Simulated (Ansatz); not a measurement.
Born–Oppenheimer molecular dynamics of FGeH3 (5 atoms, charge 0, multiplicity 1). It goes on from the last frame of an earlier run, with new velocities.

Computed with Ansatz 0.2.0, RKS PBE/def2-mTZVP.

```json
{
  "ensemble": "NVT, Langevin thermostat",
  "time step": "0.5 fs",
  "steps asked": "250",
  "set temperature": "400 K",
  "friction": "0.01 /fs",
  "seed": "865326"
}
```

First frame:

```xyz
5
Properties=species:S:1:pos:R:3
Ge 0.036 -0.054 0.018
H -0.192 0.096 1.550
H 1.467 -0.020 -0.508
F -0.806 1.386 -0.556
H -0.841 -1.268 -0.454
```

**Question.** How far do the bonds stretch over the last three quarters of this one trajectory? (Pairs bonded in most of those frames.)

**Answer.** 
```tsv
bond	mean (Å)	spread (Å)	shortest	longest
Ge1–H2	1.550	0.028	1.50	1.61
Ge1–H3	1.547	0.024	1.49	1.59
Ge1–F4	1.774	0.018	1.75	1.81
Ge1–H5	1.559	0.060	1.45	1.66
```

Mean temperature of the second half: 352 K. The mean temperature of the second half is 12 % below the set value. A run of 0.12 ps of so small a system gives no equilibrium averages.

Time of the run: 2.6 min on 1 thread of Intel(R) Xeon(R) Platinum 8559C (Emerald Rapids), on a shared host, peak memory 0.12 GiB.
